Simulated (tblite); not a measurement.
Species: C₆H₇PS.
Structure used (GFN2-xTB), in Å, numbered top down from 1:
```xyz
15
C6H7PS angstrom
C      3.3884    0.0599   -0.0151
C      1.9057    0.1126   -0.1258
P      0.8808   -0.6389    0.9682
C     -0.7452   -0.2212    0.3118
C     -1.9195   -0.6287    0.8894
C     -3.0672   -0.1847    0.2055
C     -2.7607    0.5586   -0.8891
S     -1.0692    0.7342   -1.1101
H      3.8192   -0.3895   -0.9114
H      3.6988   -0.5184    0.8523
H      3.7978    1.0681    0.0681
H      1.5130    0.6725   -0.9667
H     -1.9475   -1.2310    1.7804
H     -4.0737   -0.4076    0.5121
H     -3.4251    1.0220   -1.5913
```

Method: GFN2-xTB as coded in tblite; computed harmonic values from a numerical Hessian at the method's own geometry, unscaled. The method is semi-empirical: single wavenumbers can be off by several per cent or more. One conformer, not necessarily the lowest.

Harmonic wavenumbers (cm⁻¹): 34.1, 117.3, 123.5, 173.3, 224.9, 256.5, 318.4, 426.2, 450.2, 531.7, 629.7, 714.6, 725.6, 738.4, 811.1, 849.4, 850.3, 889.7, 968.6, 1005.3, 1048.8, 1076.9, 1095.6, 1161.2, 1179.9, 1327.2, 1330.2, 1397.6, 1423.8, 1468.2, 1483.7, 1523.3, 2971.5, 2991.9, 3016.8, 3034.4, 3120.0, 3129.6, 3161.4.

A = 3818, B = 880.7, C = 718.8 MHz; mass 142.001 u (most abundant isotopes); point group Cs, symmetry number 1.

Question: Zero-point energy?

Answer: ½Σν̃ = 23890 cm⁻¹ = 68.31 kcal/mol.

Question: What is S at 350 K and 1 bar for an ideal gas of classical rigid rotors and harmonic oscillators?

Answer: Translation 41.59, rotation 29.75, vibration 28.27: S = 99.6 cal/(mol K).

Question: And Cp and H(350 K) − H(0)?

Answer: Cp = 37.60 cal/(mol K), of which vibrations give 29.66 (their classical limit is 39 R = 77.5); H(350 K) − H(0) = 7.96 kcal/mol without the zero-point energy, 5.18 from vibrations.

Question: Which modes carry the vibrational entropy at 350 K?

Answer: 34.1 cm⁻¹: 5.89; 117.3 cm⁻¹: 3.46; 123.5 cm⁻¹: 3.36; 173.3 cm⁻¹: 2.70; 224.9 cm⁻¹: 2.21; 256.5 cm⁻¹: 1.97 cal/(mol K); the other 33 give 8.68 together.

Question: What must be added to the electronic energy to get the Gibbs energy at 350 K and 1 bar?

Answer: ZPE + [H(350 K) − H(0)] − T·S = 68.31 + 7.96 − 34.87 = 41.40 kcal/mol.

Question: Blend soft modes into free rotors: weight 1/[1 + (100 cm⁻¹/ν̃)⁴] for the oscillator and the rest for a rotor with moment μB/(μ + B), μ = h/(8π²ν), B = 10⁻⁴⁴ kg m². What vibrational entropy results?

Answer: 26.10 cal/(mol K) in place of 28.27, which changes −T·S at 350 K by +0.76 kcal/mol.

Question: How do the functions run with temperature in this model?

Answer: 
```
 T (K)  S (cal/(mol K))  Cp (cal/(mol K))  H − H(0) (kcal/mol)  G − H(0) (kcal/mol)  ln q(vib)
   150             76.0              20.7                 2.14                -9.26       2.55
   250             88.5              29.1                 4.62               -17.50       4.66
298.15             93.9              33.3                 6.12               -21.89       5.68
   400            104.9              41.5                 9.94               -32.02       7.85
   600            124.1              53.4                19.51               -54.97      12.05
   900            148.0              64.1                37.28               -95.93      17.96
```

q(vib) and H(0) count from the zero-point level.

Hindered rotation and anharmonicity are outside this model. Other conformers, if any are populated, would add a mixing term that is left out.
